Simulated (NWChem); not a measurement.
GaN2H4Cl; SMILES [NH2][Ga]([NH2])[Cl]

```xyz
8

Ga    -0.0270     0.3247     0.0000
Cl     0.0198    -1.8535     0.0000
N      0.0968     1.1469     1.6325
H     -0.1847     0.5948     2.4350
H     -0.2432     2.0984     1.7182
N      0.0968     1.1469    -1.6325
H     -0.2432     2.0984    -1.7182
H     -0.1847     0.5948    -2.4350
```
Atoms are numbered in this order, from 1.

Results from NWChem. Medium grid unless said otherwise, to which SCAN and Minnesota functionals are sensitive. Coordinates come from a B3LYP/6-31G* (spherical d) optimisation. B3LYP is NWChem's, with the RPA form of VWN correlation. Total energies of different functionals are on different scales.

```
level                                                               energy (Ha)  highest occupied level (eV)  orbital gap (eV)  dipole (D)
------------------------------------------------------------------  -----------  ---------------------------  ----------------  ----------
B3LYP/def2-SVP                                                       -2496.6482                        -6.85              6.25        3.27
PBE/def2-SVP                                                         -2495.9687                        -5.67              4.51        3.24
PW91/def2-SVP                                                        -2496.6809                        -5.73              4.47        3.23
LRC-wPBEh/def2-SVP                                                   -2496.0825                        -9.06             10.41        3.39
MPW1K/def2-SVP                                                       -2496.6969                        -8.29              8.55        3.43
LC-wPBE (HJS exchange hole, range parameter 0.4 per bohr)/def2-SVP   -2496.1249                       -10.06             11.93        3.48
r2SCAN0/def2-SVP                                                     -2496.4472                        -7.41              7.29        3.42
OLYP/def2-SVP                                                        -2497.1079                        -5.54              4.53        3.23
BLYP/def2-SVP                                                        -2496.6026                        -5.49              4.39        3.16
r2SCAN/def2-SVP                                                      -2496.4911                        -6.04              5.17        3.37
PBE0/def2-SVP                                                        -2496.0568                        -7.16              6.85        3.36
```
